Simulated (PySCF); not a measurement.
# Core-level binding energies of `C#CB1CCC[C@H]1OC`

C7H11BO.
SMILES with atom numbers: `[CH:1]#[C:2][B:3]1[CH2:4][CH2:5][CH2:6][C@H:7]1[O:8][CH3:9]`

Method used: delta-SCF UKS SCAN, pcX-2 on the ionised atom, pcseg-1 elsewhere, spin-free X2C (PySCF 2.14.0). These are vertical core ionisation energies against the vacuum level, from separate self-consistent calculations with and without the core hole.

Task: Give the core binding energies atom by atom.

Result: 
```json
{"atom(s)": "B3", "environment": "three-coordinate boron", "level": "B 1s", "binding energy (eV)": "195.36", "above the level's lowest (eV)": "0.00", "count": "1"}
{"atom(s)": "C4", "environment": "sp3 carbon bound to boron", "level": "C 1s", "binding energy (eV)": "289.92", "above the level's lowest (eV)": "0.00", "count": "1"}
{"atom(s)": "C2", "environment": "alkyne carbon", "level": "C 1s", "binding energy (eV)": "290.12", "above the level's lowest (eV)": "+0.20", "count": "1"}
{"atom(s)": "C1", "environment": "terminal alkyne carbon", "level": "C 1s", "binding energy (eV)": "290.22", "above the level's lowest (eV)": "+0.30", "count": "1"}
{"atom(s)": "C6", "environment": "ring CH2 carbon", "level": "C 1s", "binding energy (eV)": "290.29", "above the level's lowest (eV)": "+0.37", "count": "1"}
{"atom(s)": "C5", "environment": "ring CH2 carbon", "level": "C 1s", "binding energy (eV)": "290.46", "above the level's lowest (eV)": "+0.54", "count": "1"}
{"atom(s)": "C7", "environment": "sp3 carbon bound to oxygen", "level": "C 1s", "binding energy (eV)": "291.14", "above the level's lowest (eV)": "+1.22", "count": "1"}
{"atom(s)": "C9", "environment": "methoxy carbon", "level": "C 1s", "binding energy (eV)": "291.91", "above the level's lowest (eV)": "+1.99", "count": "1"}
{"atom(s)": "O8", "environment": "ether oxygen", "level": "O 1s", "binding energy (eV)": "538.04", "above the level's lowest (eV)": "0.00", "count": "1"}
```

The listed C 1s values span 1.99 eV, from C4 (bonded to C, 2 H and B) to C9 (bonded to O and 3 H). The widest gap between neighbouring values is 0.77 eV, between 291.14 and 291.91 eV. Summing the Pauling electronegativity differences to the bonded atoms, each weighted by its formal bond order, gives -1.21 for the lowest site and -0.16 for the highest; the largest sum, +0.03, belongs to C7, 0.77 eV below the top.

Task: Express the binding energy of C 1s of C1 in atomic units and per mole.

Result: 290.22 eV = 10.6654 Eh = 28002 kJ/mol.

Task: Which effective nuclear charge Zeff reproduces each element's mean 1s value in the hydrogen-like formula E = 13.606 eV × Zeff²?

Result: B (Z = 5): mean 195.4 eV, Zeff = 3.79, Z − Zeff = 1.21; C (Z = 6): mean 290.6 eV, Zeff = 4.62, Z − Zeff = 1.38; O (Z = 8): mean 538.0 eV, Zeff = 6.29, Z − Zeff = 1.71. Means run over the listed sites, weighted by atom count.

Spin contamination (⟨S²⟩ against 0.75 for a pure doublet) is marked for C 1s of C1 (0.87), C 1s of C2 (0.87) and B 1s of B3 (0.96), which makes these values less certain. The structure is a single PBE0-D3(BJ)/def2-SVP conformer in the gas phase; no vibrational or solvent corrections.
